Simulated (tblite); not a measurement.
Species: C4H11GeP.
Atom-mapped SMILES: `[CH2:1]=[CH:2][CH2:3][CH2:4][GeH2:5][PH2:6]` (hydrogens: H7, H8 on C1; H9 on C2; H10, H11 on C3; H12, H13 on C4; H14, H15 on Ge5; H16, H17 on P6)

Computed with GFN2-xTB (tblite), gas phase: L-BFGS steps from a force-field or distance-geometry start until the largest atomic force falls under 0.01 eV/Å.

Step 0: E = -504.4987 eV
```
atom  x, y, z in Å  |  force x, y, z in eV/Å
C1     -2.3491   -0.8846    0.8413    0.578   0.425   0.113
C2     -1.3009   -0.0571    0.8173   -0.585  -0.799   1.087
C3     -1.1247    0.8991   -0.3038   -1.544  -0.682  -0.722
C4      0.1640    0.6187   -1.0159   -0.093   0.096  -0.945
Ge5     1.7341    0.7680    0.1156    1.028  -0.076  -0.579
P6      2.5761   -1.3349    0.3812    1.053  -1.026   1.257
H7     -3.0752   -0.8262    0.0298    0.120  -0.250   0.460
H8     -2.5086   -1.5927    1.6504   -0.028   0.183  -0.383
H9     -0.5542   -0.1105    1.6469   -0.520   0.222  -0.806
H10    -1.9511    0.6115   -1.0270    0.540   0.789   0.556
H11    -1.2672    1.9435   -0.0004    0.267  -0.205  -0.008
H12     0.2680    1.3410   -1.8462   -0.053  -0.548   0.057
H13     0.1129   -0.4309   -1.4087    0.088   0.935   0.044
H14     1.4659    1.3617    1.4911    0.210   0.008  -0.265
H15     2.7936    1.6002   -0.7050   -0.375  -0.217   0.653
H16     3.5298   -1.6204   -0.6741   -1.436   0.239   0.277
H17     1.4797   -2.2745    0.2965    0.751   0.907  -0.797
```

Step 1: E = -504.7236 eV
```
atom  x, y, z in Å  |  force x, y, z in eV/Å
C1     -2.3408   -0.8785    0.8429   -0.557  -0.519   0.216
C2     -1.3092   -0.0685    0.8328    0.208   0.428   0.067
C3     -1.1468    0.8894   -0.3142   -0.304  -0.364   0.123
C4      0.1627    0.6201   -1.0294   -0.290   0.084  -0.116
Ge5     1.7487    0.7669    0.1074    0.653  -0.277  -0.421
P6      2.5912   -1.3496    0.3991    0.897  -0.693   1.238
H7     -3.0734   -0.8298    0.0364    0.146  -0.200   0.420
H8     -2.5090   -1.5901    1.6449   -0.045   0.104  -0.282
H9     -0.5617   -0.1073    1.6354   -0.215   0.186  -0.414
H10    -1.9434    0.6228   -1.0190   -0.119   0.482   0.034
H11    -1.2634    1.9406   -0.0005    0.200  -0.373  -0.052
H12     0.2673    1.3332   -1.8454   -0.040  -0.234  -0.270
H13     0.1141   -0.4176   -1.4080    0.083   0.542  -0.140
H14     1.4689    1.3618    1.4873    0.225  -0.013  -0.337
H15     2.7882    1.5971   -0.6957   -0.228  -0.119   0.530
H16     3.5093   -1.6170   -0.6702   -1.264   0.177   0.165
H17     1.4904   -2.2615    0.2851    0.648   0.789  -0.761
```

Step 2: E = -504.9683 eV
```
atom  x, y, z in Å  |  force x, y, z in eV/Å
C1     -2.3490   -0.8876    0.8504    0.392   0.334   0.052
C2     -1.3109   -0.0668    0.8486   -1.080  -0.008  -1.028
C3     -1.1751    0.8705   -0.3200    1.345   0.422   0.922
C4      0.1534    0.6237   -1.0448   -0.177   0.187   0.840
Ge5     1.7802    0.7582    0.0882   -0.091  -0.704   0.080
P6      2.6298   -1.3821    0.4499    0.526  -0.049   1.094
H7     -3.0678   -0.8386    0.0540   -0.186  -0.150   0.019
H8     -2.5107   -1.5848    1.6321   -0.180  -0.461   0.386
H9     -0.5743   -0.0992    1.6135    0.488   0.166   0.373
H10    -1.9398    0.6463   -1.0110   -1.086   0.008  -0.728
H11    -1.2543    1.9275   -0.0020    0.094  -0.399  -0.039
H12     0.2655    1.3196   -1.8522   -0.059   0.196  -0.586
H13     0.1176   -0.3904   -1.4114    0.034  -0.250  -0.424
H14     1.4778    1.3616    1.4745    0.251  -0.042  -0.458
H15     2.7770    1.5910   -0.6725    0.154   0.154   0.198
H16     3.4555   -1.6090   -0.6620   -0.827   0.063  -0.080
H17     1.5182   -2.2278    0.2536    0.402   0.532  -0.621
```

Task: Estimate the geometry and energy of step 3. (The exact step hangs on the optimiser's Hessian estimate; all steps are aligned on step 2, rigid shifts and turns removed.)

Result: E = -505.1429 eV, largest force 1.360 eV/Å
```
atom  x, y, z in Å  |  force x, y, z in eV/Å
C1     -2.3428   -0.8839    0.8559   -1.027  -0.792   0.064
C2     -1.3342   -0.0710    0.8458    0.740   0.945  -0.640
C3     -1.1762    0.8636   -0.3115    0.903   0.399   0.263
C4      0.1449    0.6294   -1.0441    0.184   0.134   0.810
Ge5     1.8015    0.7409    0.0759   -0.482  -0.898   0.478
P6      2.6657   -1.4064    0.5033    0.209   0.270   0.735
H7     -3.0674   -0.8474    0.0665   -0.266  -0.121  -0.101
H8     -2.5148   -1.5889    1.6297   -0.118  -0.429   0.433
H9     -0.5757   -0.0908    1.6035    0.260   0.141   0.218
H10    -1.9534    0.6638   -1.0159   -0.750   0.023  -0.459
H11    -1.2463    1.9125   -0.0036    0.057  -0.084   0.143
H12     0.2632    1.3125   -1.8656   -0.108   0.251  -0.405
H13     0.1205   -0.3747   -1.4203   -0.021  -0.524  -0.458
H14     1.4882    1.3608    1.4582    0.244  -0.043  -0.477
H15     2.7715    1.5891   -0.6528    0.412   0.334  -0.035
H16     3.4040   -1.6022   -0.6574   -0.475   0.025  -0.162
H17     1.5445   -2.1952    0.2214    0.238   0.369  -0.408
```

The energy changes by -0.1747 eV. The first-order estimate −F·Δx gives -0.2618 eV and the mean of the old and new forces, exact on a quadratic surface, -0.1735 eV. The step makes an angle of 54° with the force vector and moves no atom by more than 0.069 Å.

The cost below is that of the whole relaxation. Hardware: one thread of an Arm Neoverse V2, on a shared host. Cost: 0.71 s.
